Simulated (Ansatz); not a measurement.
Species: AlBr$_{2}$, SMILES `[Br][Al][Br]` (charge 0, multiplicity 2).

Task: Give a relaxed geometry from PBE0-D3(BJ)/def2-TZVP in Ansatz (a program for electronic structure).

Result: the end point of this relaxation (outside a Z-matrix the atoms follow the SMILES, hydrogens last).
Cartesian coordinates (Å) in one orientation:
```xyz
3

Br     1.954    -0.382     0.000
Al     0.000     0.766     0.000
Br    -1.953    -0.383     0.000
```
